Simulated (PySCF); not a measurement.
Electron correlation in B³⁺ (boron, charge +3)

1s2, closed-shell 1S. All numbers are calculated (PySCF 2.14, no relativity, point nucleus, in def2-TZVPPD). Frozen: nothing; 2 electrons correlated.

With two correlated electrons CCSD is exact within the correlated space (frozen core and kept virtual orbitals).

```tsv
level	correlation energy (mhartree)
CCSD	-14.86
```

Diagnostics: T1 = 0.00046, D1 = 0.0007, largest double amplitude 0.015.

Problem. Is a single reference adequate?

Solution. Yes: T1 lies below 0.03 and no double amplitude reaches 0.07.

This basis was not built for core-valence correlation, so the inner-shell part is incomplete.
